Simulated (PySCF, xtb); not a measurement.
Si(NH2)2 (H4N2Si), SMILES N[Si]N (connectivity only; charge and spin as stated), neutral, multiplicity 1.

Coordinates come from a B3LYP-D3(BJ)/def2-TZVP optimisation. The values are those of a single conformer.

Calculation: C-PCM-M06-2X/def2-SVP in PySCF 2.14.0.

The values are the electrostatic part of the solvation free energy, E(continuum) − E(gas) at the gas-phase geometry, in a cavity of scaled van der Waals radii (PySCF's table); cavitation and dispersion terms are not included. In vacuum the orbital gap is 8.08 eV. The dipole moment in vacuum is 2.30 D.

### Question
Estimate the values in water (ε = 78.36), diethylether (ε = 4.24), dichloromethane (ε = 8.93). (The exact figures need the calculation; the answer reports its results.)

### Answer

| solvent | ε | ΔG(elec) (kcal/mol) | dipole (D) | gap (eV) |
|---|---|---|---|---|
| water | 78.36 | -5.4 | 2.97 | 8.12 |
| diethylether | 4.24 | -4.0 | 2.79 | 8.10 |
| dichloromethane | 8.93 | -4.8 | 2.88 | 8.11 |

For comparison, GFN2-xTB/ALPB(water) (xtb, at the GFN2-xTB geometry, all terms of that model) gives -0.7 kcal/mol.
